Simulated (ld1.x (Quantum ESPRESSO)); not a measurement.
## How hard is this cobalt (Co) TM semilocal potential?

- Element: Co
- Generator: ld1.x (Quantum ESPRESSO) 7.5
- Type: norm-conserving Troullier–Martins (semilocal form)
- Functional: LDA (PZ)
- Relativity: scalar-relativistic
- Frozen core: [Ar]
- Valence charge: 9
- Reference configuration: 3d8 4s1 4p0
- Partial waves: 4s (bound): rc 2.50 bohr; 4p (bound, empty): rc 3.35 bohr; 3d (bound): rc 1.65 bohr; 4f channel at 0.2 Ry: rc 3.25 bohr
- Local potential: the f channel
- Core correction: none

The pseudo-atom Hamiltonian at the reference potential is diagonalised in spherical Bessel functions j_l(qr) that vanish at 20 bohr, with q² up to the cutoff. All-electron valence levels (Ry): 4s -0.3387, 4p -0.0665, 3d -0.3307.

Q: How do the lowest levels (Ry) of each channel move with the cutoff, and are there ghosts?

A:

```tsv
cutoff (Ry)	s #1	p #1	p #2	d #1	f #1	f #2	Σ f·Δε (mRy)
8	-0.3364	-0.0664	0.0533	0.0320	0.1122	0.2398	2904.4
21	-0.3385	-0.0664	0.0533	0.0319	0.1122	0.2398	2901.3
40	-0.3387	-0.0664	0.0533	0.0296	0.1122	0.2398	2882.9
70	-0.3387	-0.0664	0.0533	-0.3033	0.1122	0.2398	219.1
110	-0.3387	-0.0664	0.0533	-0.3304	0.1122	0.2398	2.2
200	-0.3387	-0.0664	0.0533	-0.3307	0.1122	0.2398	0.1
400	-0.3387	-0.0664	0.0533	-0.3307	0.1122	0.2398	0.0
```

Result: no extra level below or beside the all-electron valence levels (s, p, d, f tested); the semilocal form is local in each channel, so this says nothing of the separable form that plane-wave codes build from it; 10 mRy is reached at 100 Ry and 1 mRy at 160 Ry.

No test is counted, since the test run did not reproduce the reference configuration.
